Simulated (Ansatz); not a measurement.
Isolated molecules relaxed with PBE0-D4/def2-TZVP in Ansatz; ΔE leaves out vibrations. CCSD(T)/CBS adds triple-zeta CCSD(T) − MP2 to the extrapolated MP2 energy (def2 sets, frozen cores). This one scheme is used for every species. DFT in def2-TZVPP. B3LYP here is the variant with VWN-RPA as its local correlation; programs differ in this. HSE06 is defined as in plane-wave codes. Each species was taken in one conformer, which may not be the lowest.

`FC(F)(F)[SiH3]` + `C[SiH2]O` → `C[SiH2]OC(F)(F)F` + SiH₄  (substitution at a C–Si bond)

```tsv
level	ΔE (kJ/mol)	difference from CCSD(T)/CBS
LDA (SPW92)	-22.9	-10.8
PBE-D4	-9.4	2.7
revPBE-D4	-9.1	3.0
BLYP-D4	-6.3	5.8
r2SCAN-D4	-20.0	-7.9
B97M-V	-28.0	-15.9
PBE0-D4	-19.1	-7.0
B3LYP-D4	-14.6	-2.5
r2SCANh-D4	-22.3	-10.2
r2SCAN0-D4	-25.6	-13.5
HSE06-D4	-18.9	-6.8
BHLYP-D4	-25.0	-12.9
CAM-B3LYP-D4	-20.3	-8.2
ωB97X-V	-21.7	-9.6
ωB97M-V	-19.0	-6.9
PBE-QIDH	-22.6	-10.5
PBE	-7.3	4.8
r2SCAN	-19.1	-7.0
PBE0	-17.2	-5.1
B3LYP	-11.6	0.5
r2SCANh	-21.4	-9.3
r2SCAN0	-24.7	-12.6
BHLYP	-23.0	-10.9
CAM-B3LYP	-18.3	-6.2
LC-ωPBE	-17.6	-5.5
RPA@PBE/def2-TZVPP	-20.6	-8.5
HF/def2-SVP	-63.7	-51.6
MP2/def2-SVP	-54.9	-42.8
CCSD/def2-SVP	-56.5	-44.4
CCSD(T)/def2-SVP	-56.9	-44.8
HF/def2-TZVPP	-37.2	-25.1
MP2/def2-TZVPP	-17.3	-5.2
SCS-MP2/def2-TZVPP	-18.0	-5.9
CCSD(T)/def2-TZVPP	-20.8	-8.7
HF/def2-QZVPP	-36.5	-24.4
MP2/def2-QZVPP	-12.0	0.1
SCS-MP2/def2-QZVPP	-12.7	-0.6
HF/CBS(def2)	-36.4	-24.3
MP2/CBS(def2)	-8.6	3.5
CCSD/CBS(def2)	-13.4	-1.3
CCSD(T)/CBS	-12.1	0
```

Largest T1 diagnostic among the species: 0.013.

From r2SCAN to r2SCAN0 (25 % exact exchange), in def2-TZVPP and without D4, ΔE moves by −5.5 kJ/mol. Leaving LDA and LC-ωPBE aside and taking each functional with its dispersion term where it has one, the values spread over 21.8 kJ/mol, from B97M-V to BLYP-D4. LDA lies −15.6 kJ/mol from PBE without D4.
